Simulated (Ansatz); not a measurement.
Forces on [Yb(NH3)6]3+ (YbN6H18³⁺) at its PBE-D4/def2-SVP geometry. The state is a doublet with charge 3.

In the def2 sets Yb takes a core potential; there is no spin–orbit coupling. With an open 4f shell the SCF may have ended on a state above the lowest. No other spin state of charge 3 was run.

PBE-D4/def2-TZVP (Ansatz), largest force 0.40 eV/Å:

```xyz
25
positions Å, forces eV/Å
Yb    0.001    0.001    0.000   -0.001   -0.001    0.001
N     1.416   -0.526    1.956    0.204   -0.082    0.312
H     2.267    0.058    2.057   -0.190   -0.121   -0.035
H     1.785   -1.494    1.997   -0.085    0.214   -0.022
H     0.941   -0.414    2.873    0.097   -0.018   -0.213
N    -1.441    0.559   -1.929   -0.219    0.099   -0.321
H    -2.218   -0.105   -2.107    0.189    0.151    0.050
H    -0.945    0.598   -2.841   -0.118   -0.014    0.232
H    -1.920    1.479   -1.879    0.118   -0.226    0.001
N     2.099    0.574   -1.174    0.322    0.098   -0.203
H     2.482    1.518   -0.975   -0.097   -0.224   -0.036
H     2.030    0.560   -2.210    0.007   -0.002    0.251
H     2.900   -0.055   -0.979   -0.191    0.138   -0.036
N    -2.107   -0.610    1.137   -0.327   -0.118    0.197
H    -2.851    0.113    1.102    0.179   -0.161    0.003
H    -2.009   -0.805    2.153   -0.016    0.053   -0.256
H    -2.582   -1.460    0.777    0.124    0.214    0.078
N    -0.148    2.386    0.626   -0.026    0.382    0.102
H     0.544    2.690    1.337   -0.148   -0.084   -0.158
H    -1.055    2.671    1.043    0.202   -0.080   -0.098
H    -0.014    3.070   -0.144   -0.030   -0.172    0.169
N     0.181   -2.385   -0.616    0.033   -0.374   -0.100
H    -0.429   -2.674   -1.405    0.130    0.078    0.173
H    -0.053   -3.067    0.129    0.049    0.168   -0.161
H     1.125   -2.683   -0.926   -0.208    0.082    0.072
```

PBE0-D4/def2-TZVP (Ansatz), largest force 0.64 eV/Å:

```
Yb -0.015 -0.003 -0.002
N 0.222 -0.063 0.477
H -0.491 -0.339 -0.044
H -0.215 0.559 -0.025
H 0.321 -0.072 -0.521
N -0.230 0.086 -0.478
H 0.464 0.404 0.084
H -0.353 -0.018 0.538
H 0.286 -0.554 -0.029
N 0.408 0.082 -0.344
H -0.227 -0.560 -0.115
H 0.090 0.014 0.626
H -0.463 0.376 -0.131
N -0.403 -0.106 0.332
H 0.426 -0.442 0.044
H -0.111 0.120 -0.623
H 0.287 0.517 0.214
N -0.048 0.492 0.223
H -0.422 -0.153 -0.411
H 0.548 -0.143 -0.236
H -0.078 -0.412 0.444
N 0.066 -0.481 -0.219
H 0.373 0.141 0.457
H 0.132 0.408 -0.428
H -0.567 0.151 0.169
```
